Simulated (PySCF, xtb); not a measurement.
C4H4F2O2, SMILES O=C1COC(F)(F)C1.

GFN2-xTB run with xtb at its own geometry gives an orbital gap of 4.06 eV and a dipole moment of 1.53 D.

Geometry: r2SCAN-D4/def2-SVP. Other conformers were not sampled.

What does ωB97X/def2-TZVP (PySCF) give? (Estimate from the structure and the level; the computed values follow.)

gap 11.35 eV (levels -10.43 and 0.93 eV), dipole 0.91 D.
